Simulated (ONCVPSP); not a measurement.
**Ranking ONCV potentials for Pr (Z = 59)**

All share these settings but for the change named:

* Element: praseodymium
* Generator: ONCVPSP 4.0.1
* Type: optimised norm-conserving Vanderbilt (ONCV)
* Functional: LDA (Perdew-Wang 92)
* Relativity: scalar-relativistic
* Frozen core: [Kr] 4d10
* Valence charge: 13
* Reference configuration: 4f3 5s2 5p6 6s1 (charge +1)
* Partial waves: 5s+6s: rc 2.85 bohr, ncon 4, nbas 9, qcut 3.2 1/bohr, 2 projectors; 5p: rc 2.45 bohr, ncon 4, nbas 9, qcut 5.2 1/bohr, 2 projectors, debl 1.3 Ha; d scattering state at 0.27 Ha: rc 2.15 bohr, ncon 4, nbas 7, qcut 4.8 1/bohr, 3 projectors, debl 3.2 Ha; 4f: rc 1.80 bohr, ncon 4, nbas 8, qcut 10 1/bohr, 2 projectors, debl 3.9 Ha
* Local potential: polynomial inside 1.70 bohr (lpopt 5, dvloc0 6 Ha)
* Core correction: Teter function, fcfact 5.25, rcfact 1.35

In the d channel the program set the typed energies aside and used 0.050, 3.250, 6.450 Ha.

Cutoff: the first of the cutoffs (Ha) at which the residual kinetic energy of the hardest occupied pseudo-wave falls to 1 and 0.1 mHa per electron; the density cutoff is not measured.

The base gives 40 Ha.

Of 10 variants that were run, those that failed, showed a ghost or another fault, or gave nearly equal values are left out.

A variant can come out equal or close to the base.

Task: Rank these variants from softest to hardest (loose cutoff).
A. s: nproj 3
B. s: qcut 4.4; p: qcut 7.1; d: qcut 6.5; f: qcut 13.6
C. f: rc 2.6

Result: C (33 Ha), A (40 Ha), B (64 Ha).
